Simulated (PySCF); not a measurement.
C₃H₅N, SMILES C#CCN, B3LYP/def2-SVP optimised geometry.

```
9

C      1.59    -0.61     0.03
C      0.37    -0.60     0.00
C     -1.09    -0.60     0.00
N     -1.64     0.75     0.00
H      2.66    -0.61     0.05
H     -1.43    -1.24     0.85
H     -1.44    -1.12    -0.91
H     -1.36     1.24     0.85
H     -2.66     0.71     0.01
```

Density from B3LYP/def2-TZVP run with PySCF at that geometry.

Minimum of the electron density along straight lines between bonded atoms, close to the bond critical point (lines longer than 1.1 times the sum of covalent radii, or with two minima, are not listed):

```json
[
 {"bond": "C1–C2", "length / Å": "1.211", "ρ at the minimum / e bohr⁻³": "0.412", "∇²ρ there / e bohr⁻⁵": "-1.16", "position (fraction from the first atom)": "0.49"},
 {"bond": "C2–C3", "length / Å": "1.467", "ρ at the minimum / e bohr⁻³": "0.272", "∇²ρ there / e bohr⁻⁵": "-0.75", "position (fraction from the first atom)": "0.53"},
 {"bond": "C3–N4", "length / Å": "1.462", "ρ at the minimum / e bohr⁻³": "0.270", "∇²ρ there / e bohr⁻⁵": "-0.68", "position (fraction from the first atom)": "0.42"},
 {"bond": "C1–H5", "length / Å": "1.074", "ρ at the minimum / e bohr⁻³": "0.285", "∇²ρ there / e bohr⁻⁵": "-1.04", "position (fraction from the first atom)": "0.66"},
 {"bond": "C3–H6", "length / Å": "1.113", "ρ at the minimum / e bohr⁻³": "0.272", "∇²ρ there / e bohr⁻⁵": "-0.92", "position (fraction from the first atom)": "0.64"},
 {"bond": "C3–H7", "length / Å": "1.105", "ρ at the minimum / e bohr⁻³": "0.277", "∇²ρ there / e bohr⁻⁵": "-0.96", "position (fraction from the first atom)": "0.65"},
 {"bond": "N4–H8", "length / Å": "1.021", "ρ at the minimum / e bohr⁻³": "0.334", "∇²ρ there / e bohr⁻⁵": "-1.54", "position (fraction from the first atom)": "0.73"},
 {"bond": "N4–H9", "length / Å": "1.020", "ρ at the minimum / e bohr⁻³": "0.334", "∇²ρ there / e bohr⁻⁵": "-1.53", "position (fraction from the first atom)": "0.73"}
]
```
